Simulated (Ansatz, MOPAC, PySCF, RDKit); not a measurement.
HF (SMILES F) and C4H6 (SMILES C=CC=C) are pulled apart as rigid monomers along the line of their centres of mass, from the B3LYP-D3(BJ)/def2-TZVP minimum. Starting geometry (charge 0, multiplicity 1):
```xyz
12

F      0.53605     0.01969     0.24787
H      0.65459     0.24954     1.14775
C      1.09910     1.29968     3.00009
C      0.65174     0.10779     3.41371
C     -0.74076    -0.19417     3.69430
C     -1.16855    -1.38835     4.10385
H      0.42492     2.13661     2.85919
H      2.15004     1.47818     2.81686
H      1.35872    -0.70498     3.55594
H     -1.45151     0.61466     3.55338
H     -2.21394    -1.57859     4.30459
H     -0.48182    -2.21412     4.24809
```

Interaction energies with rigid monomers; basis-set methods are counterpoise corrected unless marked otherwise.

Rows in 6-31G* carry no dispersion term and start afresh at each structure (6-31G* with six Cartesian d functions). MP2/6-31G* freezes PySCF's default core. The state that PM3 reach isn't checked.

Run with Ansatz (Gaussian basis) for Hartree–Fock, density functionals and correlated methods; MOPAC for PM3 (differences of heats of formation); PySCF for 6-31G* rows, the dispersion terms; RDKit for the force fields. Values without a source in brackets are computed.

| H2···C3 (Å) | UFF (kcal/mol) | PM3 (kcal/mol) | B3LYP/6-31G* (kcal/mol) | PBE0-D3(BJ)/def2-TZVPPD (kcal/mol) | MP2/6-31G* (kcal/mol) |
|---|---|---|---|---|---|
| 2.01 | (withheld) | 0.02 | -2.20 | -5.15 | -1.04 |
| 2.18 | 14.89 | -1.47 | -3.71 | -5.68 | -2.97 |
| 2.44 | 2.18 | -1.95 | -3.81 | -4.89 | -3.49 |
| 2.91 | -0.43 | -0.87 | -2.39 | -2.96 | -2.38 |
| 3.71 | -0.25 | -0.23 | -0.80 | -1.17 | (withheld) |

Question: Fill in the missing entries.

Answer: 
- 3.71, MP2/6-31G* (kcal/mol): -0.89
- 2.01, UFF (kcal/mol): 47.76

Ansatz is a program for electronic structure.
